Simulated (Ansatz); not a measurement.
Consider the formal exchange of groups at the Si–C bond: `[OH][SbH][CH2][SiH3]` + `CI` → `[SiH3]CI` + `[CH3][SbH][OH]`.

Program: Ansatz. Geometries: PBE0-D4/def2-TZVP. ΔE: electronic, gas phase. CCSD(T)/CBS is the MP2 limit (def2-TZVPP, def2-QZVPP) plus CCSD(T) − MP2 in def2-TZVPP, frozen cores. Functionals use def2-TZVPP. def2 core potentials past Kr. For I, Sb outer-core shells are correlated without core-valence functions, which leaves a few kJ/mol of doubt a bond. Each species was taken in one conformer, which may not be the lowest.

```csv
species,r2SCANh energy (Eh)
`[OH][SbH][CH2][SiH3]`,-647.33239
`CI`,-337.71059
`[SiH3]CI`,-628.38263
`[CH3][SbH][OH]`,-356.65700
```

(1) Work out ΔE.

Largest T1 diagnostic among the species: 0.014.

Answers

(1) ΔE = (-628.38263) + (-356.65700) − (-647.33239) − (-337.71059) = 0.00335 Eh = +2.1 kcal/mol. CCSD(T)/CBS gives +1.9 kcal/mol.

At CCSD(T), def2-SVP lies +1.7 kcal/mol from the extrapolated value and def2-TZVPP +0.5 kcal/mol. Leaving LDA and LC-ωPBE aside and taking each functional with its dispersion term where it has one, the values, not all of them listed here, spread over 0.8 kcal/mol, from B2PLYP to revPBE-D4.
